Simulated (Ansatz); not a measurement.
# Abstraction of Cl: BClF2 + CH2I → BF2 + CH2ClI

Species: BClF2 (chlorodifluoroborane) `FB(F)Cl`, singlet; CH2I `[CH2]I`, doublet; BF2 `F[B]F`, doublet; CH2ClI (chloroiodomethane) `ClCI`, singlet. A radical takes Cl: the energy is the difference in strength between the B–Cl bond broken and the C–Cl bond made.

Shapes, held fixed at every level: PBE0-D4/def2-TZVP. Programs: Ansatz 0.2.0. The zero-point and thermal change to 298 K, harmonic and unscaled (PBE0-D4/def2-TZVP), is +6.0 kJ/mol.

| level | kind | ΔH(298 K) (kJ/mol) | less CCSD(T)/def2-TZVPP |
| --- | --- | --- | --- |
| PBE-D4/def2-TZVPP | GGA | +169.7 | -15.5 |
| r2SCAN0-D4/def2-TZVPP | global hybrid | +189.8 | +4.6 |
| wB97X-V/def2-TZVPP | range-separated hybrid | +183.9 | -1.3 |
| B2PLYP/def2-TZVPP | double hybrid | +182.1 | -3.1 |
| CCSD(T)/def2-SVP | coupled cluster or CI | +202.6 | +17.4 |
| CCSD/def2-TZVPP | coupled cluster or CI | +189.3 | +4.1 |
| CCSD(T)/def2-TZVPP | coupled cluster or CI | +185.2 | 0.0 |

The highest level, CCSD(T)/def2-TZVPP, gives ΔH(298 K) = +185.2 kJ/mol; the levels span +169.7 to +202.6. The column of differences is taken from that level and isn't an error. No measured value is set beside it here. Open shells run unrestricted. For atoms past krypton def2 sets carry core potentials with scalar relativity. Outer-core shells of I are correlated, in sets that cover them unevenly.
